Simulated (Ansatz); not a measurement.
Gas-phase electronic energies from Ansatz, PBE0-D4/def2-TZVP geometries. CCSD(T)/CBS is the MP2 limit (def2-TZVPP, def2-QZVPP) plus CCSD(T) − MP2 in def2-TZVPP, frozen cores. DFT in def2-TZVPP. Elements past krypton have def2 core potentials. For Br, Zr outer-core shells are correlated without core-valence functions, which leaves a few kJ/mol of doubt a bond. Scalar relativity is left out up to krypton. One conformer a species, not always the lowest.

Consider the formal exchange of groups at a Zr–O bond: `[OH][Zr]([F])([Cl])[Cl]` + `C=CCBr` → `[F][Zr]([Cl])([Cl])[Br]` + `C=CCO`.

| level | ΔE (kcal/mol) | difference from CCSD(T)/CBS |
| --- | --- | --- |
| PBE-D4 | 3.1 | -0.4 |
| BLYP-D4 | 4.8 | 1.3 |
| r2SCAN-D4 | 2.7 | -0.8 |
| PBE0-D4 | 2.3 | -1.2 |
| r2SCANh-D4 | 2.5 | -1.0 |
| r2SCAN0-D4 | 2.2 | -1.3 |
| BHLYP-D4 | 2.6 | -0.9 |
| CAM-B3LYP-D4 | 4.4 | 0.9 |
| ωB97X-V | 4.0 | 0.5 |
| revPBE | 3.1 | -0.4 |
| BLYP | 4.4 | 0.9 |
| r2SCAN0 | 2.2 | -1.3 |
| CAM-B3LYP | 4.4 | 0.9 |
| CCSD/def2-SVP | 3.0 | -0.5 |
| SCS-MP2/def2-QZVPP | 4.5 | 1.0 |
| MP2/CBS(def2) | 4.4 | 0.9 |
| CCSD(T)/CBS | 3.5 | 0 |

(1) What do rigid-rotor, harmonic-oscillator terms from PBE0-D4/def2-TZVP frequencies (298.15 K, 1 bar) make of the CCSD(T)/CBS value? (Estimate.)

Largest T1 diagnostic among the species: 0.016.

## Answers

(1) Ansatz gave: ΔZPE = +1.8 kcal/mol, ΔH = +5.1 kcal/mol, ΔS = -10 J/(mol·K), ΔG = +5.7 kcal/mol.

In def2-TZVPP, CCSD(T) changes the Hartree–Fock value by +1.8 kcal/mol (the triples alone add −0.2 kcal/mol) and MP2 by +2.6 kcal/mol. Leaving LDA and LC-ωPBE aside and taking each functional with its dispersion term where it has one, the values, not all of them listed here, spread over 2.6 kcal/mol, from HSE06-D4 to BLYP-D4.

CCSD(T)/CBS has its own doubt, a few kJ/mol and more with outer-core shells, so smaller differences from it don't rank the levels.
